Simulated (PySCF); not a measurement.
# Working out the excitation energy of Ne²⁺

Ne²⁺ [He] 2s2 2p4 (3P) → Ne²⁺ [He] 2s1 2p5 (3P). All numbers are calculated (PySCF 2.14, no relativity, point nucleus, in aug-cc-pwCVTZ (7s6p4d2f, 59 functions)). Frozen: nothing. Energies in hartree (1 hartree = 27.21139 eV):

```tsv
part	Ne²⁺ (lower)	Ne²⁺ (upper)
UHF	-126.367294	-125.391795
MP2 opposite-spin	-0.162771	-0.194976
MP2 same-spin	-0.045301	-0.051505
```

Problem. What does Hartree-Fock give?

Solution. (-125.391795) − (-126.367294) = 0.975499 hartree = 26.545 eV.

Problem. What do MP2 and SCS-MP2 (6/5 opposite-spin, 1/3 same-spin) give?

Solution. The opposite-spin parts differ by -0.876 eV and the same-spin parts by -0.169 eV. MP2: 26.545 + (-0.876) + (-0.169) = 25.500 eV. SCS-MP2: 26.545 + 1.2 × (-0.876) + (-0.169)/3 = 25.437 eV.
